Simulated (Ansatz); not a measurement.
Reaction (redistribution): `CN[SiH2]O` + `C[O][GeH2][Cl]` → `CN[SiH3]` + `C[O][GeH]([OH])[Cl]`

Gas-phase electronic energies from Ansatz, PBE0-D4/def2-TZVP geometries. CCSD(T)/CBS is the MP2 limit (def2-TZVPP, def2-QZVPP) plus CCSD(T) − MP2 in def2-TZVPP, frozen cores. DFT in def2-TZVPP. For Ge outer-core shells are correlated without core-valence functions, which leaves a few kJ/mol of doubt a bond. Scalar relativity is left out up to krypton. One conformer a species, not always the lowest.

```tsv
level	ΔE (kcal/mol)	difference from CCSD(T)/CBS
B97M-V	13.5	0.2
r2SCAN0-D4	13.3	0.0
revPBE	12.3	-1.0
r2SCAN	12.8	-0.5
r2SCANh	13.1	-0.2
BHLYP	14.0	0.7
LC-ωPBE	13.3	0.0
HF/def2-TZVPP	13.3	0.0
MP2/def2-TZVPP	12.6	-0.7
MP2/CBS(def2)	13.4	0.1
CCSD(T)/CBS	13.3	0
```

Largest T1 diagnostic among the species: 0.011.

From BLYP to BHLYP (50 % exact exchange), in def2-TZVPP and without D4, ΔE moves by +0.9 kcal/mol. Leaving LDA and LC-ωPBE aside and taking each functional with its dispersion term where it has one, the values, not all of them listed here, spread over 1.9 kcal/mol, from revPBE-D4 to B97M-V. LDA lies +1.0 kcal/mol from PBE without D4. In def2-TZVPP, CCSD(T) changes the Hartree–Fock value by −0.9 kcal/mol (the triples alone add −0.4 kcal/mol) and MP2 by −0.7 kcal/mol.
